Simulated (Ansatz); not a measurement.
A nudged elastic band was laid between two geometries of ClH + FGe2H5 (10 atoms, charge 0, multiplicity 1).

Computed with RKS B3LYP-D4/def2-SVP (Ansatz).

* movable images: 7
* climbing image: yes
* spring: 5.0 eV/Å²
* optimiser: quadratic models (default)
* start path: through a guess of the saddle point
* force threshold: 0.05 eV/Å
* iteration limit: 60
* end points: relaxed

Image 0:

```xyz
10
Properties=species:S:1:pos:R:3
Ge 0.206 -0.046 0.137
Ge 0.268 0.007 2.580
H -0.858 -0.880 3.160
H 1.618 -0.547 3.078
H 0.076 1.439 3.115
F 1.873 -0.292 -0.379
H -0.231 1.280 -0.515
H -0.578 -1.246 -0.435
Cl -3.089 0.617 1.106
H -3.089 -0.333 1.982
```

Image 8:

```xyz
10
Properties=species:S:1:pos:R:3
Ge -0.510 0.215 -0.710
Ge -0.154 -0.295 3.381
H -0.464 -0.995 4.722
H 0.929 -1.101 2.641
H 0.339 1.134 3.654
F 0.465 0.965 0.530
H -0.021 0.782 -2.048
H -0.407 -1.300 -0.506
Cl -2.543 0.853 -0.369
H -1.439 -0.258 2.534
```

What changes between the two ends?

Bonds broken: Ge1–Ge2, Cl9–H10. Bonds formed: Ge1–Cl9, Ge2–H10. ClH + FGe2H5 becomes ClFGeH2 + GeH4.

What energy profile does the band end with?

The forces met the threshold. The highest image is number 2 of 0 to 8, 36.8 kcal/mol above the first end and 49.3 kcal/mol above the last; the last end lies 12.5 kcal/mol below the first. Neighbouring images differ by up to 1.6 eV, so the band resolves the path poorly. A vibrational analysis at the climbing image gives one clearly imaginary mode, 876i cm⁻¹: a first-order saddle point. The orbitals stay closed-shell, which can raise the energy where a bond breaks towards radicals; this wasn't checked here.

```tsv
image	path coordinate (Å)	energy (kcal/mol)	Ge1–Ge2 (Å)	Cl9–H10 (Å)	Ge1–Cl9 (Å)
0	0.00	0.0	2.44	1.29	3.50
1	1.85	0.7	2.44	1.30	3.43
2	3.69	36.8	2.76	1.76	2.63
3	4.62	13.8	3.25	2.30	2.27
4	5.54	-2.1	3.79	2.44	2.19
5	6.47	-11.1	4.27	2.74	2.16
6	7.39	-12.5	4.47	3.18	2.16
7	8.32	-12.5	4.34	3.26	2.16
8	9.24	-12.5	4.14	3.30	2.16
```

What is the geometry of the highest image?


```xyz
10
Properties=species:S:1:pos:R:3:forces:R:3
Ge -0.380 0.032 0.055 -0.01 0.00 0.00
Ge 0.017 -0.001 2.786 0.00 0.00 0.00
H -1.088 -0.113 3.853 0.00 0.00 0.00
H 0.950 -1.217 2.814 0.00 0.00 0.00
H 0.750 1.341 2.874 0.00 0.00 0.00
F 1.387 0.169 0.294 0.00 0.00 0.00
H -0.713 1.390 -0.550 0.00 0.00 0.00
H -0.492 -1.330 -0.617 0.00 0.00 0.00
Cl -2.901 -0.191 0.763 0.00 0.00 0.00
H -1.334 -0.081 1.558 0.00 0.00 0.00
```

The run took 11 min on 4 threads of Arm Neoverse V1, with other jobs on the host, peak memory 0.41 GiB.
